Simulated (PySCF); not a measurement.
## Basis and Hamiltonian dependence of the excitation energy of Tc²⁺

Tc²⁺ [Kr] 4d5 (6S) → Tc²⁺ [Kr] 4d4 5s1, s spin flipped. All values are computed (PySCF 2.14, energy differences of UHF-based or UKS calculations, no spin-orbit coupling). Values in eV.

```tsv
basis	Hamiltonian	functions	UHF	r2SCAN	PBE0	MP2 (valence)
aug-cc-pVDZ-PP with ECP28MDF	ECP	54	7.335	7.439	7.136	7.217
ANO-RCC-VTZP	spin-free X2C	68	7.183	7.501	7.173	7.104
aug-cc-pwCVDZ-PP with ECP28MDF	ECP	70	7.181	7.308	7.038	7.116
aug-cc-pVTZ-PP with ECP28MDF	ECP	88	7.159	7.267	6.989	7.015
x2c-TZVPPall with one added diffuse shell each of s, p, d, f type	spin-free X2C	95	7.134	7.459	7.155	7.049
aug-cc-pVTZ-PP with one added diffuse shell each of s, p, d, f, g type with ECP28MDF	ECP	113	7.158	7.266	6.989	7.014
aug-cc-pwCVTZ-PP with ECP28MDF	ECP	122	7.144	7.253	6.982	7.010
dyall-av2z	non-relativistic	136	8.043	8.393	8.067	8.012
aug-cc-pwCVQZ-PP with ECP28MDF	ECP	180	7.137	n/a	n/a	n/a
```

Frozen in the all-electron rows: valence: [Kr]; with a core potential, the same shells as far as they lie outside it.

In the upper determinant the s electron has its spin opposite to the other open shell, which mixes two multiplicities. Non-relativistic rows lack the scalar-relativistic shift.
